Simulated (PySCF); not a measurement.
H3Sb, triplet, at a GFN2-xTB geometry (a higher spin typed on purpose: for a closed-shell molecule this is an excited state) (core potentials on Sb), atoms displaced at random by about 0.08 Å a coordinate; HF/def2-SVP, gradient (PySCF).

PySCF was given this input:
```python
from pyscf import gto, scf

mol = gto.M(
    atom='''
Sb    0.017799   -0.017859   -0.083409
H    -0.442453   -1.939666    0.065951
H     0.329149    1.871783    0.017295
H     1.572569   -0.232810   -0.278658
''',
    basis='def2-svp',
    ecp={'Sb': 'def2-svp'},
    charge=0,
    spin=2,
    verbose=4,
)

mf = scf.UHF(mol)
mf.conv_tol = 1e-11
mf.kernel()
g = mf.nuc_grad_method()
grad = g.kernel()
```

Output, abridged:

```
PySCF version 2.14.0

[INPUT] verbose = 4
[INPUT] num. atoms = 4
[INPUT] num. electrons = 26
[INPUT] charge = 0
[INPUT] spin (= nelec alpha-beta = 2S) = 2
[INPUT] symmetry False subgroup None
[INPUT] Mole.unit = angstrom
[INPUT] Symbol           X                Y                Z      unit          X                Y                Z       unit  Magmom
[INPUT]  1 Sb     0.017799000000  -0.017859000000  -0.083409000000 AA    0.033635235291  -0.033748618859  -0.157620166324 Bohr   0.0
[INPUT]  2 H     -0.442453000000  -1.939666000000   0.065951000000 AA   -0.836114992992  -3.665437513131   0.124629327641 Bohr   0.0
[INPUT]  3 H      0.329149000000   1.871783000000   0.017295000000 AA    0.622001464174   3.537157234617   0.032682813324 Bohr   0.0
[INPUT]  4 H      1.572569000000  -0.232810000000  -0.278658000000 AA    2.971724721981  -0.439947139060  -0.526587302419 Bohr   0.0

nuclear repulsion = 20.7327768644797
number of shells = 19
number of NR pGTOs = 82
number of NR cGTOs = 41
basis = def2-svp
ecp = {'Sb': 'def2-svp'}

******** <class 'pyscf.scf.uhf.UHF'> ********
method = UHF
initial guess = minao
damping factor = 0
level_shift factor = 0
DIIS = <class 'pyscf.scf.diis.CDIIS'>
diis_start_cycle = 1
diis_space = 8
diis_damp = 0
SCF conv_tol = 1e-11
SCF conv_tol_grad = None
SCF max_cycles = 50
direct_scf = True
direct_scf_tol = 1e-13
number electrons alpha = 14  beta = 12
Set gradient conv threshold to 3.16228e-06
init E= -214.658128873361

cycle= 1 E= -240.231890004427  delta_E= -25.6  |g|= 1.15  |ddm|= 6.47
cycle= 2 E= -240.818685712184  delta_E= -0.587  |g|= 0.42  |ddm|= 2.77
cycle= 3 E= -240.874597167355  delta_E= -0.0559  |g|= 0.0352  |ddm|= 0.511
cycle= 4 E= -240.876525809103  delta_E= -0.00193  |g|= 0.0168  |ddm|= 0.0691
cycle= 5 E= -240.87722633326  delta_E= -0.000701  |g|= 0.00582  |ddm|= 0.0573
cycle= 6 E= -240.877336025536  delta_E= -0.00011  |g|= 0.00194  |ddm|= 0.0275
cycle= 7 E= -240.877349972354  delta_E= -1.39e-05  |g|= 0.000765  |ddm|= 0.00977
cycle= 8 E= -240.87735248255  delta_E= -2.51e-06  |g|= 0.000336  |ddm|= 0.00443
cycle= 9 E= -240.877353025077  delta_E= -5.43e-07  |g|= 0.000186  |ddm|= 0.00194
cycle= 10 E= -240.87735323925  delta_E= -2.14e-07  |g|= 9.36e-05  |ddm|= 0.00142
cycle= 11 E= -240.877353297936  delta_E= -5.87e-08  |g|= 2.44e-05  |ddm|= 0.001
cycle= 12 E= -240.877353300488  delta_E= -2.55e-09  |g|= 6.96e-06  |ddm|= 0.000197
cycle= 13 E= -240.877353300668  delta_E= -1.8e-10  |g|= 3.34e-06  |ddm|= 3.42e-05
cycle= 14 E= -240.877353300716  delta_E= -4.83e-11  |g|= 1.37e-06  |ddm|= 1.98e-05
cycle= 15 E= -240.877353300723  delta_E= -6.48e-12  |g|= 5.66e-07  |ddm|= 7.53e-06
Extra cycle  E= -240.877353300724  delta_E= -7.39e-13  |g|= 3.61e-07  |ddm|= 1.25e-06
converged SCF energy = -240.877353300724  <S^2> = 2.0802422  2S+1 = 3.0530262

******** <class 'pyscf.grad.uhf.Gradients'> for <class 'pyscf.scf.uhf.UHF'> ********
unit = Eh/Bohr
--------------- UHF gradients ---------------
         x                y                z
0 Sb     0.0427496211    -0.0134668509    -0.0142791553
1 H    -0.0037011561    -0.0105534570     0.0043870370
2 H     0.0048362825     0.0132847247     0.0039070691
3 H    -0.0438847475     0.0107355832     0.0059850492
----------------------------------------------
```
